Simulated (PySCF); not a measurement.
**2,2-dimethylpentane, C7H16**

Cartesian coordinates in Å; atom numbers follow the order of the lines, from 1:
```xyz
23

C     2.7244    0.0493    0.4291
C     1.2655   -0.3516    0.5870
C     0.3392    0.4497   -0.3186
C    -1.1666    0.1326   -0.2458
C    -1.4343   -1.3234   -0.6355
C    -1.7087    0.3934    1.1619
C    -1.8903    1.0513   -1.2335
H     2.8746    1.1142    0.6700
H     3.0709   -0.1029   -0.6060
H     3.3818   -0.5368    1.0892
H     0.9652   -0.2217    1.6404
H     1.1596   -1.4286    0.3737
H     0.6679    0.3175   -1.3660
H     0.4746    1.5250   -0.1001
H    -2.5166   -1.5274   -0.6619
H    -1.0267   -1.5487   -1.6344
H    -0.9844   -2.0290    0.0795
H    -1.5028    1.4279    1.4813
H    -2.7997    0.2442    1.1935
H    -1.2627   -0.2845    1.9056
H    -1.5307    0.8902   -2.2625
H    -2.9767    0.8677   -1.2242
H    -1.7262    2.1117   -0.9831
```

Method: quadratic response CAM-B3LYP/aug-cc-pVDZ first hyperpolarisability, Taylor convention, gas phase (PySCF). Geometry: PBE0-D3(BJ)/def2-SVP.

Task: What is the first hyperpolarisability, and how does it disperse?

Result: In au, Taylor convention; the vector part is βᵢ = ⅓ Σⱼ (βᵢⱼⱼ + βⱼᵢⱼ + βⱼⱼᵢ); β∥ is 3/5 of the vector part along the dipole, the dipole points from − to +:
| process | λ (nm) | β vector norm | β∥ | β HRS | depolarisation ratio |
| --- | --- | --- | --- | --- | --- |
| static β(0;0,0) | ∞ | 64.3 | 36.9 | 31.4 | 3.31 |
| second harmonic β(−2ω;ω,ω) | 1907 | 67.2 | 38.5 | 32.7 | 3.33 |
| Pockels β(−ω;ω,0) | 1907 | 65.2 | 37.4 | – | – |
| second harmonic β(−2ω;ω,ω) | 1064 | 74.3 | 42.6 | 35.9 | 3.37 |
| Pockels β(−ω;ω,0) | 1064 | 67.4 | 38.7 | – | – |

Task: Which lowest excitations, dipole and polarisabilities go with it?

Result: S1 7.99 eV (f = 0.049); S2 8.13 eV (f = 0.038); S3 8.13 eV (f = 0.060); dipole 0.08 D; isotropic α 89.4 au static, 89.6 au at 1907 nm, 90.0 au at 1064 nm, 90.1 au at 953.5 nm, 91.9 au at 532 nm.
